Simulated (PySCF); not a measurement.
A structure optimised at PBE-D3(BJ)/def2-TZVPD, used in a PySCF frequency run:

```
C
H 1 1.0872
H 1 1.0872 2 120.00
H 1 1.0872 2 120.00 3 180.00
```
Charge 0, spin multiplicity 2.

Problem. Write its SMILES, formula and point group.

Solution. [CH3], CH₃, D3h

Problem. What are its rotational constants (standard atomic weights)?

Solution. 282.79, 282.79, 141.39 GHz
